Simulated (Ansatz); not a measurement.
One change: `CCOBCl` becomes `COBCl`.

Ansatz, PBE0-D4/def2-TZVP geometries, multiplicity 1. Each molecule was computed in one conformer, which needn't be the lowest.

```json
{"property": "HOMO energy (PBE0/def2-TZVPP) / eV", "`CCOBCl`": "-8.72"}
{"property": "size of the dipole moment (PBE/def2-TZVPP) / D", "`CCOBCl`": "2.76"}
{"property": "HOMO energy (ωB97M-V/def2-TZVPP) / eV", "`CCOBCl`": "-11.03"}
{"property": "HOMO–LUMO gap (PBE/def2-TZVPP) / eV", "`CCOBCl`": "6.05"}
{"property": "LUMO energy (B3LYP/def2-TZVPP) / eV", "`CCOBCl`": "-0.48"}
{"property": "HOMO–LUMO gap (B3LYP/def2-TZVPP) / eV", "`CCOBCl`": "7.97"}
```

Problem. What does the change do to each property? (Estimate.)

Solution. The calculation gave: 
```json
{"property": "HOMO energy (PBE0/def2-TZVPP) / eV", "`COBCl`": "-8.78", "shift": "-0.06"}
{"property": "size of the dipole moment (PBE/def2-TZVPP) / D", "`COBCl`": "2.59", "shift": "-0.17"}
{"property": "HOMO energy (ωB97M-V/def2-TZVPP) / eV", "`COBCl`": "-11.08", "shift": "-0.05"}
{"property": "HOMO–LUMO gap (PBE/def2-TZVPP) / eV", "`COBCl`": "6.07", "shift": "0.02"}
{"property": "LUMO energy (B3LYP/def2-TZVPP) / eV", "`COBCl`": "-0.52", "shift": "-0.04"}
{"property": "HOMO–LUMO gap (B3LYP/def2-TZVPP) / eV", "`COBCl`": "7.99", "shift": "0.02"}
```

The zero-point energy changes by -74.8 kJ/mol with -9 modes. Dipoles are sizes alone; their direction can turn.

B3LYP here is the variant with VWN-RPA as its local correlation; programs differ in this.
